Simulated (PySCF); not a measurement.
C5H2ClF3O (charge -1 and doublet state).
Geometry (GFN2-xTB, Å), atoms numbered from 1 in this order:
```xyz
12
C5H2ClF3O angstrom
F      2.3590    1.1082   -0.2081
C      1.6770   -0.0320   -0.0231
F      2.1666   -0.5538    1.1505
F      2.1898   -0.9020   -0.9614
C      0.2286    0.0888   -0.0824
C     -0.5415    1.2775   -0.1369
Cl    -0.3288    2.5158    1.4170
O     -1.8518    0.9020   -0.2179
C     -1.9167   -0.4610   -0.2482
C     -0.6742   -1.0013   -0.1829
H     -2.8922   -0.8999   -0.3340
H     -0.4145   -2.0429   -0.1986
```

The hyperfine couplings belong to this conformer and change with its torsions.

As a line formula: `FC(F)(F)C1=C(Cl)O[CH][CH-]1` [radical] (charge -1).

Method: UKS B3LYP, pcH-1 on C Cl F H O, non-relativistic, mean-field spin-orbit, GIAO (PySCF). Whether the extra electron is bound in the gas phase wasn't checked; a finite basis holds it in any case. A GFN2-xTB geometry isn't a minimum of the functional, and hyperfine couplings can be far from their values at a DFT geometry, by a factor of two or more for some ions and for spin on atoms past the first row. Stability of the SCF solution: not tested.

Q: Break the g tensor into its mass correction, gauge correction and orbital-Zeeman/spin–orbit terms.

A: 
| Δg (ppt) | 1 | 2 | 3 |
| --- | --- | --- | --- |
| relativistic mass correction | -0.26 | -0.26 | -0.26 |
| gauge correction | 0.00 | 0.01 | -0.01 |
| orbital Zeeman/spin–orbit | -0.44 | 3.28 | 5.97 |
| total | -0.69 | 3.04 | 5.70 |

So g = 2.00163, 2.00536, 2.00802 and g_iso = 2.00500; the tensor is rhombic: the two nearest values differ by 42 % of g3 − g1. Axes: g3 points within 12° of the C2–C5 bond.

Q: How much does each term add to the isotropic shift?

A: The orbital-Zeeman/spin–orbit term 2.94, the mass correction -0.26 and the gauge correction 0.00 ppt, for a total of 2.68 ppt. The orbital-Zeeman/spin–orbit term is the largest in size. The mass correction is the same along every axis, so the anisotropy comes from the other two: their spans along these axes are 0.03 (gauge) and 6.41 ppt (orbital Zeeman/spin–orbit).

Q: What are the electron Larmor frequencies g μB B/h along the three axes at 1200 mT?

A: 33.6183, 33.6810, 33.7257 GHz for g1, g2 and g3, a range of 107.4 MHz.

Q: At 93.597 GHz, how far is the centre of the isotropic spectrum from where a free electron (g = 2.002319) resonates?

A: B = hν/(g μB) with μB/h = 13.99624 MHz/mT gives 3339.77 mT for the free electron and 3335.30 mT at g_iso, 4.47 mT lower.

Q: In a frozen sample, at which fields do the three g values resonate at 9.5, 34, 94 and 263 GHz (hyperfine left aside), and which band first spreads them over more than twice a line width of 0.3 mT?

A: 
```json
{"band": "X", "GHz": "9.5", "B(g3) mT": "338.02", "B(g2) mT": "338.47", "B(g1) mT": "339.10", "spread mT": "1.08"}
{"band": "Q", "GHz": "34.0", "B(g3) mT": "1209.76", "B(g2) mT": "1211.37", "B(g1) mT": "1213.62", "spread mT": "3.86"}
{"band": "W", "GHz": "94.0", "B(g3) mT": "3344.63", "B(g2) mT": "3349.07", "B(g1) mT": "3355.31", "spread mT": "10.68"}
{"band": "J", "GHz": "263.0", "B(g3) mT": "9357.84", "B(g2) mT": "9370.27", "B(g1) mT": "9387.73", "spread mT": "29.89"}
```

The spread grows in proportion to the frequency. X band is the first where it exceeds 0.6 mT.

The Mulliken spin populations are largest on C6 (+0.51), Cl7 (+0.23), C5 (+0.12) and C9 (+0.11). The angles at C6 add up to 331.2°, so it is pyramidal.

The HOMO–LUMO gaps are 4.36 eV among the α and 4.38 eV among the β orbitals.

The SMILES draws the unpaired electron on C9; the largest computed Mulliken spin population is on C6 (0.51 against 0.11).
